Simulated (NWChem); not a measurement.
System meant: C$_{3}$H$_{6}$AlF; SMILES [F][Al]([CH3])[CH]=C

Here is an NWChem input.

```
start job
memory heap 200 mb stack 900 mb global 1100 mb
geometry units angstroms noautoz
  Al     0.126975     0.470114    -0.003093
  F      1.331121     1.631360     0.001560
  C     -1.718529     1.080531    -0.002524
  H     -2.448505     0.263587    -0.113305
  H     -1.893267     1.802352    -0.817580
  H     -1.950946     1.608590     0.937871
  C      0.685833    -1.386882    -0.000508
  C     -0.213651    -2.384432    -0.000394
  H      1.745713    -1.677772     0.001978
  H      0.073171    -3.444319     0.002183
  H     -1.295462    -2.196968    -0.002772
end
basis spherical
  * library def2-svp
end
dft
  xc b3lyp
  iterations 4
  mulliken
end
task dft energy
```

End of the output:

```
    Atom       Charge   Shell Charges
 -----------   ------   -------------------------------------------------------
    1 Al  13    12.39   2.00  1.93  0.54  0.22  5.81  0.92  0.52  0.44
    2 F    9     9.24   1.98  1.01  0.77  3.22  2.25  0.00
    3 C    6     6.31   1.96  0.59  0.35  1.88  1.49  0.04
    4 H    1     0.97   0.63  0.27  0.07
    5 H    1     0.96   0.62  0.27  0.07
    6 H    1     0.96   0.62  0.27  0.07
    7 C    6     6.24   1.97  0.63  0.36  1.86  1.36  0.06
    8 C    6     6.02   1.97  0.61  0.32  1.82  1.23  0.07
    9 H    1     0.97   0.63  0.27  0.07
   10 H    1     0.98   0.64  0.27  0.07
   11 H    1     0.98   0.64  0.27  0.07

 center of mass
 --------------
 x =   0.14514505 y =   0.13550503 z =  -0.00042882

 moments of inertia (a.u.)
 ------------------
         674.464353132729           0.000000000000          -0.000000000000
           0.000000000000         336.839585018202           0.000000000000
          -0.000000000000           0.000000000000        1000.067062463051

     Multipole analysis of the density
     ---------------------------------

     L   x y z        total         alpha         beta         nuclear
     -   - - -        -----         -----         ----         -------
     0   0 0 0     -0.000000    -23.000000    -23.000000     46.000000

     1   1 0 0     -0.528299     -0.264150     -0.264150      0.000000
     1   0 1 0     -0.593731     -0.296866     -0.296866      0.000000
     1   0 0 1      0.000476      0.000238      0.000238      0.000000

     2   2 0 0    -28.624568   -113.427617   -113.427617    198.230667
     2   1 1 0     -1.943992      7.392150      7.392150    -16.728292
     2   1 0 1     -0.016641      0.010553      0.010553     -0.037747
     2   0 2 0    -28.824476   -200.908962   -200.908962    372.993448
     2   0 1 1     -0.007432     -0.004500     -0.004500      0.001569
     2   0 0 2    -25.838952    -15.706725    -15.706725      5.574499

 ------------------------------------------------------------------------
 dft energy failed                                                                                  0
 ------------------------------------------------------------------------
 ------------------------------------------------------------------------
  current input line :
    24: task dft energy
 ------------------------------------------------------------------------
 ------------------------------------------------------------------------
 This type of error is most commonly associated with calculations not reaching convergence criteria
 ------------------------------------------------------------------------
 For more information see the NWChem manual at https://nwchemgit.github.io

0:dft energy failed:Received an Error in Communication
```

Question: What is wrong, and how is it mended?

Answer: Convergence was not reached. Cause: the SCF was allowed too few iterations. This input runs:
```
start job
memory heap 200 mb stack 900 mb global 1100 mb
geometry units angstroms noautoz
  Al     0.126975     0.470114    -0.003093
  F      1.331121     1.631360     0.001560
  C     -1.718529     1.080531    -0.002524
  H     -2.448505     0.263587    -0.113305
  H     -1.893267     1.802352    -0.817580
  H     -1.950946     1.608590     0.937871
  C      0.685833    -1.386882    -0.000508
  C     -0.213651    -2.384432    -0.000394
  H      1.745713    -1.677772     0.001978
  H      0.073171    -3.444319     0.002183
  H     -1.295462    -2.196968    -0.002772
end
basis spherical
  * library def2-svp
end
dft
  xc b3lyp
  iterations 150
  mulliken
end
task dft energy
```
It converges to -460.04614 Ha (B3LYP/def2-SVP).
